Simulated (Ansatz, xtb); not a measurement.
GaH2OP2: which of two structures lies lower

We compare a, a doublet given by its coordinates, with b, a doublet given by its coordinates. Both are isolated molecules in the gas phase, relaxed with PBE-D3(BJ)/def2-SVP.

a (Å):

| atom | x (Å) | y (Å) | z (Å) |
| --- | --- | --- | --- |
| Ga | -4.6104 | 0.6399 | 1.6617 |
| O | -3.0107 | 0.8588 | 0.7553 |
| P | -1.5227 | 1.0076 | 0.0647 |
| P | -0.6789 | -0.9950 | 0.6435 |
| H | 0.5580 | -0.7787 | -0.0674 |
| H | -1.2579 | -1.7478 | -0.4481 |

Close contacts (Å): Ga1–O2 1.85, O2–P3 1.65, P3–P4 2.25, P4–H5 1.44, P4–H6 1.45.

b (Å):

```xyz
6

Ga    2.5967    0.1232    0.6690
O     0.8205    0.5967    0.5763
P    -0.7141    1.0430    0.9856
P    -0.4660    2.8461    2.2038
H    -1.1625    1.6914   -0.2382
H    -1.8955    3.0662    2.1145
```

Close contacts (Å): Ga1–O2 1.84, O2–P3 1.65, P3–P4 2.19, P3–H5 1.46, P4–H6 1.45.

Question: Estimate which is lower in electronic energy at CCSD(T)/def2-SVP + ΔMP2/def2-TZVPP, and by roughly how much.

Answer: The CCSD(T)/def2-SVP + ΔMP2/def2-TZVPP calculation puts structure a lower, by 0.205 eV.

How the difference moves with the method:

| level | geometry | E(b) − E(a) (eV) | departure from the last row (eV) | job, with rough time for the two |
| --- | --- | --- | --- | --- |
| GFN2-xTB | GFN2-xTB | +0.097 | −0.108 | optimisation, 0.68 s |
| HF/STO-3G | GFN2-xTB | +0.466 | +0.261 | single point, 39 s |
| r2SCAN-D4/def2-SVP | GFN2-xTB | +0.249 | +0.044 | single point, 8.4 s |
| PBE-D3(BJ)/def2-SVP | PBE-D3(BJ)/def2-SVP | +0.269 | +0.064 | optimisation, 88 s |
| HF/def2-SVP | PBE-D3(BJ)/def2-SVP | +0.179 | −0.027 | part of the CCSD(T) run |
| MP2/def2-SVP | PBE-D3(BJ)/def2-SVP | +0.240 | +0.034 | part of the CCSD(T) run |
| CCSD(T)/def2-SVP | PBE-D3(BJ)/def2-SVP | +0.241 | +0.035 | single point |
| CCSD(T)/def2-SVP + ΔMP2/def2-TZVPP | PBE-D3(BJ)/def2-SVP | +0.205 |  | single point, 61 s |

The levels shown agree on the order. The largest departure from CCSD(T)/def2-SVP + ΔMP2/def2-TZVPP is that of HF/STO-3G, 0.261 eV. The last row adds to CCSD(T) the change of the MP2 difference between the two basis sets, here −0.035 eV.

With harmonic frequencies from PBE-D3(BJ)/def2-SVP (ideal gas, rigid rotor, one conformer each, 298.15 K, 1 atm): on the last row, ΔE + ΔZPE = +0.194 eV. A mode under 50 cm⁻¹ makes harmonic enthalpies and free energies unreliable, so none is given.

Open shells are spin-unrestricted, with notable spin contamination under HF/STO-3G. The correlated steps freeze 20 core orbitals; the filled d shell of Ga is correlated, in a basis made for valence electrons. Run with Ansatz 0.2.0, xtb 6.7.1; the last row on 2 threads of Intel(R) Xeon(R) Platinum 8259CL CPU @ 2.50GHz (Skylake/Cascade Lake) on a shared host.
